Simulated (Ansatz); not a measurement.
Program: Ansatz. Geometries: PBE0-D4/def2-TZVP. ΔE: electronic, gas phase. CCSD(T)/CBS adds triple-zeta CCSD(T) − MP2 to the extrapolated MP2 energy (def2 sets, frozen cores). This one scheme is used for every species. Functionals use def2-TZVPP. For Ge outer-core shells are correlated without core-valence functions, which leaves a few kJ/mol of doubt a bond. Scalar relativity is left out up to krypton. One conformer a species, not always the lowest.

Consider the formal exchange of groups at a C–C bond: `N=CC(F)F` + `[CH3][GeH3]` → `[CH3][GeH2][CH](F)F` + `C=N`.

| level | ΔE (kJ/mol) |
| --- | --- |
| PBE-D4 | 22.4 |
| PBE | 23.6 |
| MP2/CBS(def2) | 23.4 |
| CCSD/CBS(def2) | 24.5 |

Task: What does CCSD(T)/CBS give? (Estimate.)

Result: Ansatz gave: +23.5 kJ/mol. The listed levels differ from it by -1.1, 0.1, -0.1, 1.0 kJ/mol.

Largest T1 diagnostic among the species: 0.012.

From PBE to PBE0 (25 % exact exchange), in def2-TZVPP and without D4, ΔE moves by +4.5 kJ/mol. In def2-TZVPP, CCSD(T) changes the Hartree–Fock value by −11.7 kJ/mol (the triples alone add −1.0 kJ/mol) and MP2 by −11.8 kJ/mol.
